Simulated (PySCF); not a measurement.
Ge(H)3(Et) (C2H8Ge), SMILES [GeH3][CH2]C.

Geometry: B3LYP-D3(BJ)/def2-SVP.

Two levels are set side by side: TDDFT-PBE/def2-SVPD (PySCF) and TDDFT-LC-ωPBE/def2-SVPD (PySCF). Vertical, same geometry. The lowest singlet is HOMO→LUMO 99 % with PBE and HOMO→LUMO 66 %, HOMO→LUMO+1 28 % with the other functional; states are paired by order. Differences are taken from unrounded values.

```csv
quantity,TDDFT-LC-ωPBE
lowest singlet excitation (eV),8.33
lowest triplet excitation (TDA) (eV),7.80
first bright state (f over 0.05) (eV),9.15
its oscillator strength,0.13
```

**Question.** What does TDDFT-PBE give, and how far is it from TDDFT-LC-ωPBE? (Estimate from the structure and the level; the computed values follow.)

**Answer.** 
```
quantity                               TDDFT-PBE  TDDFT-PBE minus TDDFT-LC-ωPBE
-------------------------------------  ---------  -----------------------------
lowest singlet excitation (eV)              6.87                          -1.46
lowest triplet excitation (TDA) (eV)        6.64                          -1.16
first bright state (f over 0.05) (eV)       7.52                          -1.63
its oscillator strength                     0.12                          -0.01
```

Functionals without exact exchange tend to place singlet excitations lower, as here. Differences between two approximate levels are no errors against the true value.

Rough cost on one machine, each run with all the roots and properties that it gave: TDDFT-LC-ωPBE against TDDFT-PBE about 6 times.
